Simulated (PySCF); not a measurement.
C₆ coefficients of unlike pairs at UHF

Calculated with PySCF 2.14 from the dipole response of each species, C₆(A,B) = (3/π) ∫ α_A(iu) α_B(iu) du, in atomic units, from isotropic polarisabilities. For ions this is the dispersion term alone; charge-induced terms of lower order in 1/R come first.

```
species       configuration                                                                                    basis      relativity  α (bohr³)  C₆ (like pair)
      N   [He] 2s2 2p3 (4S)                                                                  aug-cc-pVDZ-DK (4s3p2d)   spin-free X2C      6.800           22.16
   Os²⁺  [Xe] 4f14 5d6 (5D)                     def2-QZVPPD with the def2 core potential (60 electrons) (7s5p4d4f2g)  core potential      10.29           64.80
    Cu⁻  [Ar] 3d10 4s2 (1S)  aug-cc-pwCVTZ-DK with one added diffuse shell each of s, p, d, f, g type (11s10p8d5f4g)   spin-free X2C      516.8           10050
   Ti²⁺       [Ar] 3d2 (3F)                                                              aug-cc-pVTZ-DK (8s7p5d3f2g)   spin-free X2C      4.312           13.03
```

(1) Estimate C₆ for Ti²⁺ with Os²⁺.

No spin-orbit coupling is included.

The other pairs:

```tsv
pair	C₆
Os²⁺, N	37.52
Ti²⁺, N	16.57
Cu⁻, Os²⁺	425.4
Ti²⁺, Cu⁻	180.0
Cu⁻, N	273.7
```

Answers

(1) The integral gives 28.95. The combination rule 2 C_A C_B / (C_A α_B/α_A + C_B α_A/α_B) gives 28.99 and the geometric mean 29.06.
